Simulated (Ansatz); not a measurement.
Reaction (homolysis of the In–O bond): `[OH][InH][Cl]` → `[Cl][InH]`• + `[OH]`•

Program: Ansatz. Geometries: PBE0-D4/def2-TZVP. ΔE: electronic, gas phase. CCSD(T)/CBS adds triple-zeta CCSD(T) − MP2 to the extrapolated MP2 energy (def2 sets, frozen cores). This one scheme is used for every species. Functionals use def2-TZVPP. B3LYP here is the variant with VWN-RPA as its local correlation; programs differ in this. No spin–orbit coupling; open shells (•) take unrestricted orbitals. def2 core potentials past Kr. For In outer-core shells are correlated without core-valence functions, which leaves a few kJ/mol of doubt a bond. Each species was taken in one conformer, which may not be the lowest.

```csv
level,ΔE (kJ/mol),difference from CCSD(T)/CBS
LDA (SPW92),451.4,54.3
revPBE-D4,359.1,-38.0
B97M-V,374.7,-22.4
PBE0-D4,364.8,-32.3
B3LYP-D4,357.1,-40.0
BHLYP,335.7,-61.4
CCSD(T)/def2-SVP,354.7,-42.4
SCS-MP2/def2-TZVPP,396.0,-1.1
CCSD/def2-TZVPP,364.8,-32.3
HF/def2-QZVPP,233.9,-163.2
CCSD(T)/CBS,397.1,0
```

Largest T1 diagnostic among the species: 0.018.

From r2SCAN to r2SCAN0 (25 % exact exchange), in def2-TZVPP and without D4, ΔE moves by −14.9 kJ/mol: exact exchange takes away binding that semilocal exchange gives to molecules. At CCSD(T), def2-SVP lies −42.4 kJ/mol from the extrapolated value and def2-TZVPP −19.0 kJ/mol: correlation converges slowly with the basis, and small sets miss more of it in the bonded molecule than in its fragments. In def2-TZVPP, CCSD(T) changes the Hartree–Fock value by +145.7 kJ/mol (the triples alone add +13.4 kJ/mol) and MP2 by +178.4 kJ/mol; breaking electron pairs costs correlation energy, which Hartree–Fock lacks.
